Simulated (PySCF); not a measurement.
Spinor energies of Rh³⁺ (rhodium, charge +3)

Start: [Kr] 4d6; 4d3/2 filled at m_j = -3/2, -1/2, +1/2, +3/2; 4d5/2 filled at m_j = +3/2, +5/2. Calculated with PySCF 2.14 in x2c-TZVPPall-2c (8s9p7d2f1g, 93 functions): generalised Hartree-Fock with the X2C-1e Hamiltonian and a Gaussian nucleus; one run each with spin-orbit coupling (SO) switched off, then screened by Boettger's factors.

```json
{"spinor shell": "1s1/2", "electrons": "2", "ε, spin-free (eV)": "-23379.3", "ε, screened SO (eV)": "-23377.7", "weight of nominal j (screened SO)": "1.000", "rms radius, screened SO (bohr)": "0.0374"}
{"spinor shell": "2s1/2", "electrons": "2", "ε, spin-free (eV)": "-3503.2", "ε, screened SO (eV)": "-3502.7", "weight of nominal j (screened SO)": "1.000", "rms radius, screened SO (bohr)": "0.154"}
{"spinor shell": "2p1/2", "electrons": "2", "ε, spin-free (eV)": "-3136.6", "ε, screened SO (eV)": "-3236.6", "weight of nominal j (screened SO)": "1.000", "rms radius, screened SO (bohr)": "0.134"}
{"spinor shell": "3s1/2", "electrons": "2", "ε, spin-free (eV)": "-691.62", "ε, screened SO (eV)": "-691.46", "weight of nominal j (screened SO)": "1.000", "rms radius, screened SO (bohr)": "0.415"}
{"spinor shell": "3p1/2", "electrons": "2", "ε, spin-free (eV)": "-567.99", "ε, screened SO (eV)": "-585.84", "weight of nominal j (screened SO)": "1.000", "rms radius, screened SO (bohr)": "0.411"}
{"spinor shell": "3p3/2", "electrons": "4", "ε, spin-free (eV)": "-567.99", "ε, screened SO (eV)": "-559.58", "weight of nominal j (screened SO)": "1.000", "rms radius, screened SO (bohr)": "0.422"}
{"spinor shell": "3d3/2", "electrons": "4", "ε, spin-free (eV)": "-370.54", "ε, screened SO (eV)": "-373.81", "weight of nominal j (screened SO)": "0.977", "rms radius, screened SO (bohr)": "0.401"}
{"spinor shell": "3d5/2", "electrons": "6", "ε, spin-free (eV)": "-370.54", "ε, screened SO (eV)": "-368.18", "weight of nominal j (screened SO)": "0.984", "rms radius, screened SO (bohr)": "0.405"}
{"spinor shell": "4s1/2", "electrons": "2", "ε, spin-free (eV)": "-137.17", "ε, screened SO (eV)": "-137.12", "weight of nominal j (screened SO)": "1.000", "rms radius, screened SO (bohr)": "1.04"}
{"spinor shell": "4p1/2", "electrons": "2", "ε, spin-free (eV)": "-99.123", "ε, screened SO (eV)": "-105.39", "weight of nominal j (screened SO)": "0.728", "rms radius, screened SO (bohr)": "1.13"}
{"spinor shell": "4p3/2", "electrons": "4", "ε, spin-free (eV)": "-99.123", "ε, screened SO (eV)": "-96.034", "weight of nominal j (screened SO)": "0.864", "rms radius, screened SO (bohr)": "1.15"}
{"spinor shell": "4d3/2", "electrons": "4", "ε, spin-free (eV)": "-47.722", "ε, screened SO (eV)": "-47.537", "weight of nominal j (screened SO)": "0.685", "rms radius, screened SO (bohr)": "1.47"}
{"spinor shell": "4d5/2", "electrons": "2", "ε, spin-free (eV)": "-47.722", "ε, screened SO (eV)": "-48.103", "weight of nominal j (screened SO)": "0.880", "rms radius, screened SO (bohr)": "1.47"}
```

Question: Where does 2p3/2 lie, and what is the 2p spin-orbit splitting (screened SO)?

Answer: At -3090.0 eV, 146.59 eV above 2p1/2.

| quantity | spin-free | screened SO |
| --- | --- | --- |
| E (hartree) | -4778.91596 | -4779.66629 |
| M_J | 4 | 4 |
| ⟨J²⟩ | 20.007 | 20.012 |
| ⟨L²⟩ | 6.005 | 6.103 |
| ⟨S²⟩ | 6.002 | 5.958 |

Each row is a mean over spinors that exchange with the open shell spreads, by up to 10.227 eV (4p3/2).

Rows whose weight is well below 1 are mixtures of j = l ± 1/2: exchange outweighs spin-orbit coupling there, and the label is only the starting occupation.

Breit and QED terms are absent; they matter most for the inner s and p1/2 levels.

Densities and radii are taken from the X2C orbitals without a picture-change correction, which distorts them close to the nucleus.

Without spin-orbit coupling the j labels of p, d and f shells carry no meaning; the spin-free column gives the mean over the occupied spinors of each nl shell.
